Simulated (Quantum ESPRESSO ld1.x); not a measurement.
Results of a calculation; reference values are marked as such.
Problem. Species: Tb. Configuration: [Xe] 4f9 6s1.5 5f0.5 (fractional occupations, a model configuration). Code: ld1.x of Quantum ESPRESSO 7.5. Model: Dirac Kohn-Sham, revPBE, spin-unpolarised, spherical densities, point nucleus; open shells fill j = l - 1/2 first. Some entries of the table are withheld. Estimate them.

orbital  occ.  eigenvalue (eV)  <r^2> (bohr^2)  <r> (bohr)
1s1/2       2         -51809.5       0.0006314     0.02150
2s1/2       2         -8585.53             (1)     0.09095
2p1/2       2         -8157.69        0.007125     0.07589
2p3/2       4         -7411.11        0.008355     0.08284
3s1/2       2         -1905.82         0.06536      0.2389
3p1/2       2         -1720.06             (2)      0.2286
3p3/2       4         -1565.92             (3)      0.2418
3d3/2       4         -1246.46         0.05394      0.2141
3d5/2       6         -1212.84         0.05589      0.2182
4s1/2       2         -379.301          0.3311      0.5414
4p1/2       2         -306.552             (4)         (5)
4p3/2       4         -272.274             (6)         (7)
4d3/2       4         -152.622          0.4433      0.6178
4d5/2       6         -146.433          0.4588      0.6285
5s1/2       2         -49.8330           1.987       1.328
5p1/2       2         -30.3539             (8)       1.501
5p3/2       4         -25.9915             (9)       1.604
4f5/2       6          -5.7513           1.119      0.8982
6s1/2     1.5          -5.4972           17.87       3.973
4f7/2       3          -4.9701           1.187      0.9196
5f5/2     0.5          -0.2978           721.8       26.08
5f7/2       0          -0.2978           721.8       26.08

Solution. 
(1) 2s1/2 <r^2> (bohr^2): 0.009827
(2) 3p1/2 <r^2> (bohr^2): 0.06079
(3) 3p3/2 <r^2> (bohr^2): 0.06780
(4) 4p1/2 <r^2> (bohr^2): 0.3480
(5) 4p1/2 <r> (bohr): 0.5528
(6) 4p3/2 <r^2> (bohr^2): 0.3867
(7) 4p3/2 <r> (bohr): 0.5829
(8) 5p1/2 <r^2> (bohr^2): 2.564
(9) 5p3/2 <r^2> (bohr^2): 2.935
